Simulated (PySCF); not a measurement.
Mo(O)(NH)(Cl)2 (Cl₂HMoNO), SMILES [Mo](=[NH])(=[O])([Cl])[Cl], multiplicity 1. Heavy atoms are numbered as in [Mo:1](=[O:2])(=[NH:3])([Cl:5])[Cl:6]. Hydrogens are named by the atom that carries them.

Coordinates come from a PBE-D3(BJ)/def2-SVP optimisation. The spin state was assumed, not searched. The structure was generated by enumeration; whether it is a known compound was not checked. The def2 effective core potentials stand for the cores of Mo; spin–orbit coupling is left out.

These are r2SCAN/def2-TZVP run with PySCF values and carry that method's errors.

ESP charges are fitted to the potential on shells at 1.4 to 2.0 van der Waals radii. Atomic charges (e), one atom of each kind:

```tsv
atom	Löwdin	Mulliken	ESP fit
Mo1	0.20	1.52	0.66
O2	-0.23	-0.49	-0.27
N3 (NH)	-0.29	-0.61	-0.55
H on N3	0.17	0.27	0.40
Cl5	0.08	-0.34	-0.12
```
